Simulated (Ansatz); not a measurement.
Cost and result for the atomization energy of C2H7BO2Se (`CC[Se]B(O)O`) (13 atoms, 12 bonds).

| atom | x (Å) | y (Å) | z (Å) |
| --- | --- | --- | --- |
| C1 | 0.543 | -2.131 | -0.989 |
| C2 | -0.180 | -0.924 | -0.435 |
| Se3 | 1.117 | 0.400 | 0.215 |
| B4 | -0.136 | 1.774 | 0.829 |
| O5 | 0.299 | 2.942 | 1.387 |
| O6 | -1.472 | 1.562 | 0.699 |
| H7 | -0.180 | -2.867 | -1.350 |
| H8 | 1.159 | -2.612 | -0.226 |
| H9 | 1.192 | -1.860 | -1.824 |
| H10 | -0.788 | -0.431 | -1.193 |
| H11 | -0.822 | -1.184 | 0.405 |
| H12 | 1.252 | 3.025 | 1.449 |
| H13 | -1.983 | 2.306 | 1.034 |

The species carries charge 0 and has multiplicity 1. Correlated methods include outer-core shells of Se, which these sets cover unevenly. Scalar relativity is left out up to krypton. The structure was optimised at the PBE0-D4/def2-TZVP level. It is one conformer, not always the lowest. Program: Ansatz. All runs use 2 threads of an AMD EPYC 7R13 on a shared host and a share of an NVIDIA H100 80 GB. Times are those of one run each, without the atoms' runs, and a repeat can differ threefold. Electronic energies, without spin–orbit coupling; frozen cores. CCSD(T)/CBS adds CCSD(T) − MP2 in def2-TZVPP to the MP2 limit, and its time is that of the two runs behind it. T1 = 0.011. With those shells the extrapolation isn't a true limit. B3LYP takes the VWN-RPA correlation (the form of Gaussian; ORCA's B3LYP/G).

CCSD(T)/CBS is a level of theory with its own doubt, some kJ/mol a heavy atom from the limit and from the frozen cores, so smaller differences don't rank the functionals.

```tsv
level	functions	wall time
PBE0-D4/def2-TZVPP	301	1.9 s
B3LYP-D4/def2-TZVPP (with forces)	301	2.3 s
PBE-D4/def2-TZVPP (with forces)	301	2.4 s
r2SCAN-D4/def2-TZVPP (with forces)	301	2.7 s
B2PLYP/def2-TZVPP	301	2.9 s
ωB97X-V/def2-TZVPP	301	3.5 s
ωB97M-V/def2-TZVPP (with forces)	301	5.5 s
CCSD(T)/def2-TZVPP	301	7 s
MP2/def2-QZVPP	584	7.5 s
CCSD(T)/CBS(def2)	–	15 s
```

(1) What atomization energy does each give, and how far from CCSD(T)/CBS? (Best estimate.)

Results:

(1) Computed: 
```csv
level,atomization (kcal/mol),difference from CCSD(T)/CBS,per bond
PBE0-D4/def2-TZVPP,1240.4,1.4,0.1
B3LYP-D4/def2-TZVPP (with forces),1234.9,-4.1,-0.3
PBE-D4/def2-TZVPP (with forces),1264.6,25.6,2.1
r2SCAN-D4/def2-TZVPP (with forces),1243.6,4.6,0.4
B2PLYP/def2-TZVPP,1224.7,-14.3,-1.2
ωB97X-V/def2-TZVPP,1237.1,-1.9,-0.2
ωB97M-V/def2-TZVPP (with forces),1239.1,0.1,0.0
CCSD(T)/def2-TZVPP,1207.8,-31.2,-2.6
MP2/def2-QZVPP,1253.3,14.3,1.2
CCSD(T)/CBS(def2),1239.0,0.0,0.0
```

From PBE to PBE0 (25 % exact exchange), in def2-TZVPP and without D4, the atomization energy moves by −23.2 kcal/mol: exact exchange takes away binding that semilocal exchange gives to molecules. The D4 term adds +10.5 kcal/mol with B3LYP and +5.5 kcal/mol with PBE0; it sums over pairs of atoms, weighted by their polarisabilities, and B3LYP, whose exchange is more repulsive, gets the larger term. In def2-TZVPP, CCSD(T) changes the Hartree–Fock value by +304.6 kcal/mol (the triples alone add +19.0 kcal/mol) and MP2 by +331.9 kcal/mol; breaking electron pairs costs correlation energy, which Hartree–Fock lacks.
